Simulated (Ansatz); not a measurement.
H2Zn (`[ZnH2]`): the same geometry under several functionals.

```yaml
crystal:
  periodic: [false, false, false]
  atoms:
    - {symbol: Zn, position_ang: [-0.003667, -0.021601, -0.004433]}
    - {symbol: H, position_ang: [0.590601, 1.324162, 0.465489]}
    - {symbol: H, position_ang: [-0.597935, -1.367361, -0.474356]}
basis:
  gaussian: {orbitals: def2-TZVPP}
hamiltonian: {xc: {name: r2SCAN0}, dispersion: d4}
output: {orbitals: {seedname: orbitals}}
```

```sh
$ ansatz run in.yaml --threads 2 --pin off --events-out ev --progress --plain
```

It prints (some lines left out):

```
Functional definition: r2SCAN0
702 factors; their error is unknown
mean field evaluation 1: about -48449.1975 eV, gradient 2.8e1 eV
mean field evaluation 2: about -48448.3473 eV, gradient 5.0e1 eV
mean field evaluation 4: about -48449.9772 eV, gradient 6.9e-1 eV
mean field evaluation 8: about -48450.0578 eV, gradient 9.1e-4 eV
mean field -48450.05779614 eV, -1780.5067833795 hartree, gradient 4.4e-5 eV, S^2 0.000000; 0 other end points of the search recorded, 0 dependent functions left out
reference -48450.05780615 eV, -1780.5067837474 hartree; 16, 16 occupied and 76, 76 virtual orbitals, 702 factors
Total energy: -48450.06414484 eV, -1780.5070166897 hartree
```

Run time 1.6 s (2 threads of a server CPU on a shared host); peak host memory 0.19 GiB.

The same input with `hamiltonian: {xc: {name: B3LYP}, dispersion: d4}` and forces (abridged; 1.1 s):

```
Functional definition: B3LYP
mean field -48453.15861181 eV, -1780.6207362537 hartree, gradient 1.8e-5 eV, S^2 0.000000
Total energy: -48453.19769890 eV, -1780.6221726774 hartree
Atom 0 force     0.000000     0.000000    -0.000000 eV/Å
Atom 1 force    -0.022180    -0.050228    -0.017539 eV/Å
Atom 2 force     0.022180     0.050228     0.017539 eV/Å
Dipole moment:     0.000000     0.000000    -0.000000 e Å
```

With the line `hamiltonian: {xc: hse06, dispersion: d4}` (abridged; 1 s):

```
Functional definition: HSE06
mean field -48444.61834775 eV, -1780.3068873383 hartree, gradient 6.7e-5 eV, S^2 0.000000
Total energy: -48444.63658697 eV, -1780.3075576173 hartree
```

With the line `hamiltonian: {xc: {name: revPBE}, dispersion: d4}` (abridged; 0.65 s):

```
Functional definition: revPBE
mean field -48448.40169928 eV, -1780.4459229425 hartree, gradient 1.4e-5 eV, S^2 0.000000
Total energy: -48448.48232218 eV, -1780.4488857792 hartree
```

The same input with `hamiltonian: {xc: {name: B2PLYP}}` (abridged; 1.4 s):

```
Functional definition: B2PLYP
mean field -48439.30796119 eV, -1780.1117342316 hartree, gradient 5.8e-6 eV, S^2 0.000000
5 core orbitals not correlated: weight in the atoms' cores, before any rotation towards them, 1.000 or more for the frozen orbitals, at most 0.000 for the correlated occupied ones
second order -26.83973020 eV of doubles, -0.00000000 eV of singles
Total energy: -48446.55481978 eV, -1780.3780513726 hartree
```

The same input with `hamiltonian: {xc: pbe, dispersion: d4}` and forces (abridged; 0.85 s):

```
Functional definition: PBE
mean field -48444.14514154 eV, -1780.2894973305 hartree, gradient 3.4e-5 eV, S^2 0.000000
Total energy: -48444.16909341 eV, -1780.2903775456 hartree
Atom 0 force     0.000000     0.000000    -0.000000 eV/Å
Atom 1 force    -0.012688    -0.028733    -0.010033 eV/Å
Atom 2 force     0.012688     0.028733     0.010033 eV/Å
Dipole moment:     0.000000     0.000000     0.000000 e Å
```

B3LYP takes the VWN-RPA correlation (the form of Gaussian; ORCA's B3LYP/G).

HSE06 is the plane-wave form, built on full-range PBE exchange.
